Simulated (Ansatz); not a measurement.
Basis-set extrapolation for `FB(F)OC(F)(F)F` (PBE0-D4/def2-TZVP geometry, frozen core, Ansatz). Multiplicity 1, RHF reference.

```json
{"": "HF", "def2-TZVPP": "-635.098554", "def2-QZVPP": "-635.126470"}
{"": "MP2 correlation", "def2-TZVPP": "-1.702801", "def2-QZVPP": "-1.859278"}
{"": "CCSD(T) correlation", "def2-TZVPP": "-1.760162", "def2-QZVPP": "not run"}
```

Energies in hartree. Use E(X) = E(∞) + A·exp(−7.88·√X) for Hartree–Fock and E(X) = E(∞) + B·X^(−2.97) for correlation, with X = 3 and 4, and add CCSD(T) minus MP2 of the smaller set to the MP2 limit.

Problem. What is the CCSD(T) energy at the basis-set limit?

Solution. HF limit: -635.126470 + (-0.027916) × 0.13774 = -635.13032. MP2 limit: -1.859278 + (-0.156477) × 0.74074 = -1.97519. Higher-order term: -1.760162 − (-1.702801) = -0.05736. Total: -637.16287 hartree, 190.9 kcal/mol below CCSD(T)/def2-TZVPP.
